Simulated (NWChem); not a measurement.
System: GeSiH4S, singlet; SMILES [SiH3][Ge][SH]

Here is an NWChem input.

```
start job
memory heap 200 mb stack 900 mb global 1100 mb
geometry units angstroms noautosym nocenter noautoz
  Ge    -0.732647     0.180896    -0.567409
  S      0.802001     1.500927     0.404908
  H      0.149415     2.689145     0.216289
  Si     0.671250    -1.816902    -0.089262
  H      1.972262    -1.545148     0.624503
  H      0.982249    -2.518028    -1.391111
  H     -0.131679    -2.789578     0.742788
end
basis spherical
  Ge library def2-tzvp
  S library def2-tzvp
  H library def2-tzvp
  Si library def2-tzvp
end
dft
  xc hfexch
  iterations 150
end
property
  efieldgrad
end
task dft property
```

Parts of the log:

```
             Northwest Computational Chemistry Package (NWChem) 7.3.0
             --------------------------------------------------------

                             Geometry "geometry" -> ""
                             -------------------------

 Output coordinates in angstroms (scale by  1.889725989 to convert to a.u.)

  No.       Tag          Charge          X              Y              Z
 ---- ---------------- ---------- -------------- -------------- --------------
    1 Ge                  32.0000    -0.73264700     0.18089600    -0.56740900
    2 S                   16.0000     0.80200100     1.50092700     0.40490800
    3 H                    1.0000     0.14941500     2.68914500     0.21628900
    4 Si                  14.0000     0.67125000    -1.81690200    -0.08926200
    5 H                    1.0000     1.97226200    -1.54514800     0.62450300
    6 H                    1.0000     0.98224900    -2.51802800    -1.39111100
    7 H                    1.0000    -0.13167900    -2.78957800     0.74278800

 Effective nuclear repulsion energy (a.u.)     302.4770447849

  xc_inp: hfexch multiplicative factor not found.
                              NWChem Property Module
                              ----------------------

  itol2e modified to match energy
  convergence criterion.

                                 NWChem DFT Module
                                 -----------------

 Summary of "ao basis" -> "ao basis" (spherical)
 ------------------------------------------------------------------------------
       Tag                 Description            Shells   Functions and Types
 ---------------- ------------------------------  ------  ---------------------
 Ge                        def2-tzvp                16       48   6s5p4d1f
 S                         def2-tzvp                13       37   5s5p2d1f
 H                         def2-tzvp                 4        6   3s1p
 Si                        def2-tzvp                13       37   5s5p2d1f

  itol2e modified to match energy
  convergence criterion.

            General Information
            -------------------
          SCF calculation type: DFT
          Wavefunction type:  closed shell.
          No. of atoms     :     7
          No. of electrons :    66
           Alpha electrons :    33
            Beta electrons :    33
          Charge           :     0
          Spin multiplicity:     1
          Use of symmetry is: off; symmetry adaption is: off
          Maximum number of iterations: 150
          AO basis - number of functions:   146
                     number of shells:    58
          Convergence on energy requested:  1.00D-07
          Convergence on density requested:  1.00D-05
          Convergence on gradient requested:  5.00D-04

              XC Information
              --------------
                     Hartree-Fock (Exact) Exchange  1.000

      Superposition of Atomic Density Guess
      -------------------------------------

 Sum of atomic energies:       -2763.62021098

      Non-variational initial energy
      ------------------------------

 Total energy =   -2764.172691
 1-e energy   =   -4450.741330
 2-e energy   =    1384.091594
 HOMO         =      -0.209721
 LUMO         =      -0.067849

   convergence    iter        energy       DeltaE   RMS-Dens  Diis-err
 ---------------- ----- ----------------- --------- --------- ---------
 d= 0,ls=0.0,diis     1  -2764.1409985820 -3.07D+03  3.28D-03  1.57D-01
 d= 0,ls=0.0,diis     2  -2764.1794334687 -3.84D-02  1.07D-03  4.02D-02
 d= 0,ls=0.0,diis     3  -2764.1859334493 -6.50D-03  6.84D-04  5.77D-03
 d= 0,ls=0.0,diis     4  -2764.1873535698 -1.42D-03  2.40D-04  5.51D-04
 d= 0,ls=0.0,diis     5  -2764.1875063984 -1.53D-04  1.08D-04  4.16D-05
  Resetting Diis
 d= 0,ls=0.0,diis     6  -2764.1875260471 -1.96D-05  3.68D-05  5.09D-06
 d= 0,ls=0.0,diis     7  -2764.1875285731 -2.53D-06  8.84D-06  6.12D-07
 d= 0,ls=0.0,diis     8  -2764.1875289252 -3.52D-07  7.26D-06  1.90D-07
 d= 0,ls=0.0,diis     9  -2764.1875290706 -1.45D-07  3.78D-06  3.83D-08
 d= 0,ls=0.0,diis    10  -2764.1875290974 -2.68D-08  5.82D-07  1.48D-09

         Total DFT energy =    -2764.187529097392
      One electron energy =    -4452.351221738257
           Coulomb energy =     1510.009058493803
    Exchange-Corr. energy =     -124.322410637814
 Nuclear repulsion energy =      302.477044784876

 Numeric. integr. density =        0.000000000000

                       DFT Final Molecular Orbital Analysis
                       ------------------------------------

 Vector   31  Occ=2.000000D+00  E=-4.035331D-01
              MO Center=  2.1D-01,  2.8D-01, -6.0D-02, r^2= 4.1D+00
   Bfn.  Coefficient  Atom+Function         Bfn.  Coefficient  Atom+Function
  ----- ------------  ---------------      ----- ------------  ---------------
    63      0.279214  2 S  px                17     -0.251383  1 Ge py
     6      0.190157  1 Ge s                 64      0.190041  2 S  py
    66      0.183149  2 S  px               107      0.181987  4 Si py
    65      0.170485  2 S  pz                20     -0.157868  1 Ge py
     5      0.146574  1 Ge s                 60      0.120109  2 S  px

 Vector   32  Occ=2.000000D+00  E=-3.917083D-01
              MO Center=  6.5D-01,  1.4D+00,  3.1D-01, r^2= 2.0D+00
   Bfn.  Coefficient  Atom+Function         Bfn.  Coefficient  Atom+Function
  ----- ------------  ---------------      ----- ------------  ---------------
    65      0.432468  2 S  pz                68      0.317453  2 S  pz
    63     -0.226231  2 S  px                62      0.189652  2 S  pz
    66     -0.166065  2 S  px                56     -0.153220  2 S  pz
    60     -0.099210  2 S  px                18      0.092384  1 Ge pz
    21      0.088928  1 Ge pz                54      0.080152  2 S  px

 Vector   33  Occ=2.000000D+00  E=-3.211505D-01
              MO Center= -4.5D-01, -4.1D-02, -4.5D-01, r^2= 4.0D+00
   Bfn.  Coefficient  Atom+Function         Bfn.  Coefficient  Atom+Function
  ----- ------------  ---------------      ----- ------------  ---------------
     6      0.343538  1 Ge s                 19     -0.293238  1 Ge px
    16     -0.282344  1 Ge px                 5      0.244720  1 Ge s
   107     -0.209133  4 Si py                20      0.203568  1 Ge py
    17      0.166682  1 Ge py                63      0.135371  2 S  px
    66      0.130285  2 S  px               106      0.130755  4 Si px

 Vector   34  Occ=0.000000D+00  E= 8.753127D-03
              MO Center= -5.5D-01,  1.2D-01, -4.8D-01, r^2= 3.8D+00
   Bfn.  Coefficient  Atom+Function         Bfn.  Coefficient  Atom+Function
  ----- ------------  ---------------      ----- ------------  ---------------
    21      0.650479  1 Ge pz                19     -0.340231  1 Ge px
    18      0.289723  1 Ge pz                68     -0.240577  2 S  pz
    16     -0.151555  1 Ge px               137      0.149095  6 H  s
   143     -0.149445  7 H  s                 12     -0.145395  1 Ge pz
    65     -0.137376  2 S  pz                66      0.125839  2 S  px

 Vector   35  Occ=0.000000D+00  E= 9.431885D-02
              MO Center= -2.0D-01, -9.7D-02, -3.2D-01, r^2= 6.9D+00
   Bfn.  Coefficient  Atom+Function         Bfn.  Coefficient  Atom+Function
  ----- ------------  ---------------      ----- ------------  ---------------
    20      0.984000  1 Ge py                96      0.778765  4 Si s
   110      0.761425  4 Si py                53     -0.754844  2 S  s
   131     -0.677692  5 H  s                 66      0.381395  2 S  px
    88      0.349679  3 H  s                 68      0.215290  2 S  pz
   111      0.198717  4 Si pz               109      0.194217  4 Si px

 Vector   36  Occ=0.000000D+00  E= 1.190891D-01
              MO Center=  2.0D-01, -8.8D-01, -2.1D-01, r^2= 9.0D+00
   Bfn.  Coefficient  Atom+Function         Bfn.  Coefficient  Atom+Function
  ----- ------------  ---------------      ----- ------------  ---------------
     6      2.022958  1 Ge s                 19      1.202626  1 Ge px
   109      1.156567  4 Si px                96     -1.116339  4 Si s
   110     -1.063305  4 Si py                20     -0.757486  1 Ge py
    67      0.654956  2 S  py                21      0.532172  1 Ge pz
   131     -0.503390  5 H  s                111      0.468036  4 Si pz

     Multipole analysis of the density
     ---------------------------------

     L   x y z        total         alpha         beta         nuclear
     -   - - -        -----         -----         ----         -------
     0   0 0 0     -0.000000    -33.000000    -33.000000     66.000000

[...]

          -----------------------
          Electric field gradient
          -----------------------

 1 a.u. = 0.324123 10**(16) esu/cm**3  ( or statvolts/cm**2 ) = 0.97174 10**(22) v/m**2

 ------------------------------------------------------------
   Atom      X         Y         Z
 ------------------------------------------------------------
    1 Ge  -1.38450   0.34184  -1.07225
 ------------------------------------------------------------

 Electric field gradient in molecular frame (a.u.)
         XX             YY             ZZ             XY             XZ             YZ
 ------------------------------------------------------------------------------------------
        1.461311       1.323162      -2.784474      -1.440859       2.799333      -0.038761

 Principal components (a.u.) and orientation
 of principal axis w.r.t. absolute frame                      Asymmetry parameter eta
 --------------------------------------------------------------------------------------
       -4.243836       3.613890       0.629946                       0.703124

       -0.460543       0.790597       0.403555
       -0.113069      -0.503187       0.856749
        0.880406       0.348941       0.321131

 ------------------------------------------------------------
   Atom      X         Y         Z
 ------------------------------------------------------------
    2 S    1.51556   2.83634   0.76517
 ------------------------------------------------------------

 Electric field gradient in molecular frame (a.u.)
         XX             YY             ZZ             XY             XZ             YZ
 ------------------------------------------------------------------------------------------
        0.519337      -1.651628       1.132291       0.515246      -0.360689      -0.114402

 Principal components (a.u.) and orientation
 of principal axis w.r.t. absolute frame                      Asymmetry parameter eta
 --------------------------------------------------------------------------------------
       -1.768075       1.335623       0.432452                       0.510822

       -0.218025      -0.460452       0.860494
        0.975877      -0.113138       0.186719
        0.011379       0.880445       0.474011

 ------------------------------------------------------------
   Atom      X         Y         Z
 ------------------------------------------------------------
    3 H    0.28235   5.08175   0.40873
 ------------------------------------------------------------

 Electric field gradient in molecular frame (a.u.)
         XX             YY             ZZ             XY             XZ             YZ
 ------------------------------------------------------------------------------------------
        0.032415      -0.139784       0.107369       0.131546      -0.027383       0.035790

 Principal components (a.u.) and orientation
 of principal axis w.r.t. absolute frame                      Asymmetry parameter eta
 --------------------------------------------------------------------------------------
       -0.217011       0.117092       0.099920                       0.079130

       -0.473798      -0.460503       0.750635
        0.870070      -0.113156       0.479765
       -0.135994       0.880416       0.454283

 ------------------------------------------------------------
   Atom      X         Y         Z
 ------------------------------------------------------------
    4 Si   1.26848  -3.43345  -0.16868
 ------------------------------------------------------------

 Electric field gradient in molecular frame (a.u.)
         XX             YY             ZZ             XY             XZ             YZ
 ------------------------------------------------------------------------------------------
        0.008695       0.026355      -0.035049      -0.021928       0.027340      -0.001782

 Principal components (a.u.) and orientation
 of principal axis w.r.t. absolute frame                      Asymmetry parameter eta
 --------------------------------------------------------------------------------------
       -0.049086       0.045127       0.003959                       0.838690

       -0.459629      -0.622286       0.633642
       -0.112784       0.748594       0.653366
        0.880921      -0.228841       0.414259

 ------------------------------------------------------------
   Atom      X         Y         Z
 ------------------------------------------------------------
    5 H    3.72703  -2.91991   1.18014
 ------------------------------------------------------------

 Electric field gradient in molecular frame (a.u.)
         XX             YY             ZZ             XY             XZ             YZ
 ------------------------------------------------------------------------------------------
       -0.085152       0.062784       0.022368      -0.034411      -0.084886      -0.018766

 Principal components (a.u.) and orientation
 of principal axis w.r.t. absolute frame                      Asymmetry parameter eta
 --------------------------------------------------------------------------------------
       -0.139466       0.070397       0.069069                       0.009520

        0.860147      -0.219981      -0.460169
        0.190255       0.975474      -0.110696
        0.473234       0.007665       0.880904

 ------------------------------------------------------------
   Atom      X         Y         Z
 ------------------------------------------------------------
    6 H    1.85618  -4.75838  -2.62882
 ------------------------------------------------------------

 Electric field gradient in molecular frame (a.u.)
         XX             YY             ZZ             XY             XZ             YZ
 ------------------------------------------------------------------------------------------
        0.060559       0.027319      -0.087877       0.018787       0.036765      -0.083396

 Principal components (a.u.) and orientation
 of principal axis w.r.t. absolute frame                      Asymmetry parameter eta
 --------------------------------------------------------------------------------------
       -0.140126       0.071164       0.068962                       0.015713

       -0.201502      -0.197956       0.959276
        0.454697       0.848538       0.270616
        0.867552      -0.490710       0.080972

 ------------------------------------------------------------
   Atom      X         Y         Z
 ------------------------------------------------------------
    7 H   -0.24884  -5.27154   1.40367
 ------------------------------------------------------------

 Electric field gradient in molecular frame (a.u.)
         XX             YY             ZZ             XY             XZ             YZ
 ------------------------------------------------------------------------------------------
        0.008852      -0.014208       0.005356      -0.072690       0.061957       0.073833

 Principal components (a.u.) and orientation
 of principal axis w.r.t. absolute frame                      Asymmetry parameter eta
 --------------------------------------------------------------------------------------
       -0.140129       0.071165       0.068964                       0.015702

        0.539693       0.599103       0.591445
        0.635380      -0.750760       0.180698
       -0.552290      -0.278271       0.785838
```

Level: Hartree-Fock/def2-TZVP. Low-valent species are run as closed-shell singlets; no triplet was tried in these runs. Coordinates come from a PBE-D3(BJ)/def2-SVP optimisation. NWChem prints the field gradient with the sign opposite to the second derivative of the potential.
